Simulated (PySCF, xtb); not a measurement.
C4H7FO, SMILES CO[C@@H]1C[C@@H]1F.

GFN2-xTB (xtb 6.7.1) at its own geometry gives an orbital gap of 8.98 eV and a dipole moment of 3.55 D.

Geometry: PBE0-D3(BJ)/def2-SVP. The structure was generated by enumeration; whether it is a known compound was not checked. The values are those of a single conformer.

### Question
What does PBE/def2-TZVP run with PySCF give? (The exact figures need the calculation; the answer reports its results.)

### Answer
gap 6.25 eV (levels -5.93 and 0.33 eV), dipole 2.42 D.
